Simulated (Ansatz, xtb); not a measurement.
## Relaxing a trial structure of C2H3B2F

The starting geometry of this gas-phase singlet was built from a drawn formula by distance geometry; its bonds are those of `B=CB=CF`.

```xyz
8

C    -1.4865    1.7088    1.0035
C    -0.5731    1.5766   -1.6160
B    -1.3305    0.5566    1.9361
B    -0.8488    1.8845   -0.2636
F    -0.8912    0.4753   -2.4142
H    -0.6278   -0.5036    2.0431
H    -2.2311    2.3450    1.5388
H     0.0573    2.3139   -2.1170
```

Task: Predict what becomes of its bonds when it is optimised with r2SCAN-D4/def2-SVP.

Result: New bonds form, giving a structure given below by its coordinates. Contacts that close: C2–B3 (3.77 → 1.70 Å), B3–B4 (2.61 → 1.69 Å).

The energy falls by 3.41 eV over 17 steps:

```csv
step,E − E(last) (eV)
1,3.407
3,1.660
5,1.148
6,0.863
8,0.774
10,0.567
12,0.154
13,0.036
15,0.001
17,0.000
```

Final geometry (Å):

```tsv
atom	x (Å)	y (Å)	z (Å)
C	-1.8348	1.9273	1.0413
C	-0.5478	1.2865	-1.0388
B	-0.8546	0.8924	0.5840
B	-1.5128	2.1687	-0.3134
F	-0.9937	0.3444	-1.9265
H	-0.3118	-0.0494	1.0904
H	-2.3626	2.2126	1.9437
H	0.4865	1.5746	-1.2699
```

From the same start GFN2-xTB ends elsewhere, differing in C2–B3 (2.84 against 1.70 Å here).

The end wasn't checked by frequencies. Run with Ansatz 0.2.0, 73 s on 1 thread of AMD EPYC 7R43 64-Core Processor (Zen 3) (shared host).
